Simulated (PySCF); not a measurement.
These are PySCF with B3LYP-D3(BJ)/def2-TZVP // r2SCAN-D4/def2-SVP values and carry that method's errors. Isolated molecules, 0 K electronic values unless said otherwise. One relaxed conformer stands for a flexible species; it need not be the lowest. B3LYP has the VWN-RPA correlation part, as in Gaussian. 

Reference species: [Ta(Cl)5] (neutral, multiplicity 1).

| Property | Result |
|---|---|
| coordination number | 5 |
| mean distance from the central atom to its bonded neighbours | 2.312 Å |
| LUMO | -3.98 eV |

Changed species: [Ta(NH2)5] (5 of 5 Cl replaced by NH2; the reference has 0 of 5 Cl replaced by NH2).

Problem. Predict the effect on the coordination number, mean distance from the central atom to its bonded neighbours and LUMO.

Solution. the coordination number is nearly the same; the mean distance from the central atom to its bonded neighbours falls by 0.290 Å, to 2.022 Å; the LUMO increases by 3.39 eV, to -0.59 eV.
